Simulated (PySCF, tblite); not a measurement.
Calculations on `ClC[Si@H](Cl)[SiH2]CBr`, in the order of a workflow; each names the level of the geometry that it ran on. Settings lines and outputs come from a driver script.

C₂H₇BrCl₂Si₂.
SMILES with atom numbers: `[Cl:1][CH2:2][Si@H:3]([Cl:4])[SiH2:5][CH2:6][Br:7]` (hydrogens: H8, H9 on C2; H10 on Si3; H11, H12 on Si5; H13, H14 on C6)

Step 1: GFN2-xTB geometry optimisation, gas phase (tblite 0.8.0) (from a force-field or distance-geometry start)
```json
{"job": {"kind": "relax", "xc": "GFN2-xTB", "basis": "xTB"}, "charge": 0, "multiplicity": 1}
```
```
step      E/eV     max force
  0    -666.67483    2.156
  1    -666.85151    1.021
  2    -666.91377    0.713
...
162    -667.16297    0.020
163    -667.16302    0.022
164    -667.16307    0.015
165    -667.16311    0.014
166    -667.16312    0.008
```

Energy lowered by 11.3 kcal/mol over 166 steps; largest atomic force 0.008 eV/Å at the end. «max force» is the largest atomic force in eV/Å.

The run took 1.9 s on one thread, Arm Neoverse V1 (aarch64), no GPU, on a shared host.

Step 2: GFN2-xTB harmonic vibrations, gas phase (tblite 0.8.0) (on the GFN2-xTB geometry)
```json
{"job": {"kind": "ir", "xc": "GFN2-xTB", "basis": "xTB"}, "charge": 0, "multiplicity": 1}
```
```
(table of modes left out)
```

36 modes from 11 to 3012 cm⁻¹ (unscaled, harmonic); zero-point energy 51.1 kcal/mol; all wavenumbers are real at this level.

Hardware: an Arm Neoverse V1 with one thread, no GPU, shared host with 32 logical CPUs at a one-minute load of 22. Cost: 0.8 s of wall time.

Step 3: TDDFT CAM-B3LYP/def2-SVPD, vertical, gas phase, core orbitals frozen in the response (PySCF 2.14.0, density-fitted response routines) (on the GFN2-xTB geometry)
```json
{"job": {"kind": "uv", "xc": "CAM-B3LYP", "basis": "def2-SVPD", "nstates": 8, "ntriplets": 3}, "charge": 0, "multiplicity": 1}
```
```
...
Static polarisability (au): isotropic 124.784, principal 120.674 122.365 131.312
Singlet excitations
state   eV       nm        f      main configurations
  1   5.7909    214.1   0.01077   H->L 0.48, H->L+2 0.39
  2   6.0308    205.6   0.00116   H-1->L 0.38, H-1->L+2 0.33, H-2->L+2 0.09
  3   6.4369    192.6   0.00319   H-2->L 0.47, H-1->L 0.16, H-3->L 0.09
  4   6.7010    185.0   0.01815   H-3->L 0.22, H->L+2 0.22, H->L 0.18
  5   6.8227    181.7   0.03599   H->L+1 0.27, H-3->L 0.20, H->L+2 0.16
  6   6.8829    180.1   0.01493   H-2->L+1 0.21, H->L+1 0.19, H-1->L+1 0.13
  7   7.1153    174.3   0.00895   H-1->L+2 0.18, H->L+1 0.14, H-3->L 0.14
  8   7.1359    173.7   0.00820   H->L+1 0.12, H-2->L 0.12, H-1->L+2 0.12
Triplet excitations (Tamm-Dancoff, eV): 5.1624 5.4102 5.8229
```

HOMO -9.25 eV, LUMO 0.00 eV; lowest singlet 5.79 eV; lowest triplet 5.16 eV (Tamm–Dancoff); mean polarisability 124.8 au.

On an Arm Neoverse V1 with one thread, no GPU, shared host with 32 logical CPUs at a one-minute load of 28, this took 2.2 min (with the writing of density and orbital grids) and 1.1 GiB of memory at its peak.

Geometry of the electronic-property runs (GFN2-xTB):
```
atom  x, y, z in Å
Cl1   -1.0619    0.9701   -1.8199
C2    -1.6877    1.0039   -0.1448
Si3   -1.3193   -0.6880    0.6889
Cl4   -2.1312   -0.5867    2.5395
Si5    0.9582   -1.1732    0.7129
C6     1.9897    0.2928    0.0323
Br7    1.7866    1.8313    1.2232
H8    -2.7531    1.2159   -0.2172
H9    -1.2079    1.8463    0.3507
H10   -2.0975   -1.6750   -0.0660
H11    1.4905   -1.4316    2.0565
H12    1.3102   -2.3129   -0.1450
H13    1.6676    0.6267   -0.9506
H14    3.0550    0.0799   -0.0025
```

 (This holds for the electronic-property runs.)

One conformer stands for the species.
